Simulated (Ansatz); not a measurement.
Ideal-gas functions of `F[C](=[Se])[InH2]` at 500 K and 1 bar, from an Ansatz frequency run at PBE0-D4/def2-TZVP.

Molar mass 226.8 g/mol, point group Cs (symmetry number 1), electronic degeneracy 1, moments of inertia 123.034, 460.226, 573.472 u Å². Harmonic wavenumbers (cm⁻¹, unscaled): 67, 183, 232, 290, 439, 440, 516, 569, 911, 1220, 1864, 1870.

Use S(trans) = R[1.5 ln M + 2.5 ln T − 1.1517]; rotational temperatures θ = 24.2544 K / I; S(rot) = R[ln(√π/σ · √(T³/θAθBθC)) + 1.5]; for each mode x = 1.438777 ν̃/T, S = R[x/(eˣ − 1) − ln(1 − e⁻ˣ)] and H = RT x/(eˣ − 1); 1 cm⁻¹ = 0.0119627 kJ/mol; R = 8.31446 J/(mol·K).

Problem. By hand: the entropy, in J/(mol·K).

Solution. Translation 187.2. Rotation: θ = 0.1971, 0.0527, 0.0423 K, giving 126.9. Vibration, mode by mode: 22.01, 13.74, 11.83, 10.06, 6.90, 6.89, 5.75, 5.09, 2.34, 1.15, 0.25, 0.25, in all 86.2. Electronic 0.0. Sum 400.3 J/(mol·K).

Problem. By hand: H − E and G − E in kJ/mol, counted from the electronic energy.

Solution. Zero-point energy ½ × 8601 × 0.0119627 = 51.4; thermal vibration 21.6; translation, rotation and pV give 4 RT = 16.6. H − E = 89.6 kJ/mol, and G − E = 89.6 − 500 × 400.3/1000 = -110.6 kJ/mol.

Vibration gives 22 % of the entropy, 22.0 J/(mol·K) of it from the mode under 150 cm⁻¹: soft modes count most, and the harmonic formula is weakest for them.
